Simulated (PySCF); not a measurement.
Working with the constants of Rb2

PBE0 constants of Rb2, ¹Σg⁺ (singlet), closed shell (PySCF, spin-free X2C with a Gaussian nucleus, basis sets Rb x2c-TZVPall; masses 84.9118 and 84.9118 u):

| Property | Result |
| --- | --- |
| ωe | 57.2 cm⁻¹ |
| ωexe | 0.0928 cm⁻¹ |
| Be | 0.021613 cm⁻¹ |
| αe | 3.97e-05 cm⁻¹ |
| D (centrifugal) | 1.23e-08 cm⁻¹ |
| De to Rb + Rb | 0.472 eV |

Problem. Give the vibrational terms G(v) and spacings up to v = 6.

Solution. G(v) = ωe(v+½) − ωexe(v+½)².

```
v  G(v) (cm⁻¹)  G(v) − G(v−1)  Bv (cm⁻¹)
0         28.6                   0.02159
1         85.6           57.0    0.02155
2        142.4           56.8    0.02151
3        199.1           56.6    0.02147
4        255.5           56.5    0.02143
5        311.8           56.3    0.02139
6        367.9           56.1    0.02135
```

Closed-shell solutions of metal pairs were not tested for spin polarisation, which can lower them a little.
